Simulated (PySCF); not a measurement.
# `[H]/N=C1/C[C@@H]([SeH])[C@H]1C`, C5H9NSe

Geometry (Å), atoms numbered from 1 in this order:
```xyz
16

C    -0.970    1.426   -0.436
C    -0.331    0.486    0.575
C    -0.773   -0.962    0.422
N    -1.802   -1.632    0.644
C     0.567   -1.392   -0.097
C     1.100    0.008    0.251
Se    2.058    0.985   -1.187
H    -2.021    1.581   -0.201
H    -0.464    2.392   -0.422
H    -0.897    1.010   -1.440
H    -0.448    0.892    1.584
H    -2.594   -1.112    1.017
H     1.026   -2.234    0.417
H     0.546   -1.609   -1.165
H     1.761    0.018    1.119
H     3.233    0.152   -1.091
```

Computed with TDDFT BHandHLYP/aug-cc-pVDZ circular dichroism and optical rotation, one conformer, gas phase in PySCF 2.14.0. Geometry: GFN2-xTB.

The molecule is flexible and this is one conformer; a measurement averages over conformers. The calculation is non-relativistic, which matters for the atoms heavier than Zn.

Task: Draw the ECD and absorption spectra from the lowest 8 states, each a Gaussian of half-width 0.3 eV at 1/e height.

Result: 
```
E (eV)  λ (nm)  Δε (L mol⁻¹ cm⁻¹)  ε (L mol⁻¹ cm⁻¹)
  4.52     274              -0.07              2.89
  4.67     266              -0.29              14.5
  4.82     257              -0.74              56.4
  4.97     250              -1.24               193
  5.12     242              -1.74               548
  5.27     235              -2.60              1120
  5.42     229              -3.39              1510
  5.57     223              -2.95              1270
  5.72     217              -1.47               679
  5.87     211              +0.13               290
  6.02     206              +2.09               295
  6.17     201              +5.56               629
  6.32     196             +11.21              1410
  6.47     192             +16.65              2910
  6.62     187             +16.35              4580
```
Δε uses R in velocity form, ε uses f in length form. Only the states computed contribute, so the short-wavelength end is incomplete.
